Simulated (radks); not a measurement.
Species: Ga III. Configuration: [Ar] 3d9.5 4s1 4p0.5 (fractional occupations, a model configuration). Method: Dirac Kohn-Sham, BP86, spin-unpolarised, spherical densities, finite nucleus; open shells fill j = l - 1/2 first; Fermi nuclear charge, rms radius 3.9973 fm; computed with a radial shooting solver on a logarithmic mesh with Libxc functionals.

Spin-orbit splittings of the eigenvalues, e(l+1/2) - e(l-1/2), with zeta = 2 splitting/(2l+1) and mean radii in bohr:

shell  occ.  splitting (eV)  zeta (eV)  <r> j=l-1/2  <r> j=l+1/2
2p        6           27.67      18.44       0.1883       0.1918
3p        6           3.663      2.442       0.6684       0.6789
3d      9.5               ?          ?       0.7742       0.7794
4p      0.5          0.2660     0.1774        2.396        2.424

Estimate the 3d splitting.

Answer. 0.4831 eV (zeta = 0.1933 eV).
